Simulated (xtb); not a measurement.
The xtb input:
```
$ xtb mol.xyz --gfn 2 --opt vtight --json

# file mol.xyz
11

Cl     3.17121389    -0.17447373    -1.06175724
Si     1.54807751     0.52442439    -0.07996724
Cl     2.00597592     0.97026358     1.81298938
Cl     0.96331351     2.29927709    -0.99847173
C      0.15030167    -0.63242479    -0.23877912
Si    -1.60756871    -0.19545078     0.30302660
Cl    -2.35728537     1.00402255    -1.17738033
Cl    -1.55071252     0.71649120     2.12675301
Cl    -2.74960174    -1.87824406     0.35788670
H      0.45470476    -1.62951669     0.36607189
H      0.10467610    -1.00206596    -1.23172011
```

Q: What does this run give for the total energy at the end of the optimisation, HOMO-LUMO gap, dipole moment?

A: 
The total energy at the end of the optimisation is -34.171313 Ha. The HOMO-LUMO gap comes out as 6.38 eV and the dipole moment is 0.87 D.
